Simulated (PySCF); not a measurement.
difluoro(1-fluoroethenyl)borane (C2H2BF3), SMILES C=C(F)B(F)F. Atoms are numbered in the order given.

```xyz
8

C     -1.1176    -1.5468     0.0000
C     -0.0166    -0.7872     0.0000
F      1.2023    -1.3622     0.0000
B     -0.0256     0.7730     0.0000
F      1.0914     1.4705     0.0000
F     -1.1726     1.4305     0.0000
H     -2.0995    -1.0715     0.0000
H     -1.0573    -2.6383     0.0000
```

Geometry optimised at B3LYP-D3(BJ)/def2-SVP. One conformer was computed; it need not be the lowest.

Method: PBE/pcSseg-1 (PySCF).

GIAO shieldings, no solvent; atoms listed in one row are averaged. δ = σ(ref) − σ: ¹³C against TMS (σ = 182.0 ppm); ¹⁹F against CFCl3 (σ = 133.6 ppm); ¹¹B against BF3 (σ = 83.9 ppm); ¹H against TMS (σ = 31.49 ppm), references at their B3LYP-D3(BJ)/def2-TZVP geometries, non-relativistic.

Estimate the chemical shifts. (An estimate is asked for; the answer gives what the named calculation found.)


```csv
nucleus,atoms,count,δ (ppm)
¹³C,C2,1,171.6
¹³C,C1,1,123.5
¹⁹F,F5,1,-103.0
¹⁹F,F6,1,-109.5
¹⁹F,F3,1,-120.1
¹¹B,B4,1,8.8
¹H,"H7, H8",2,6.10
```
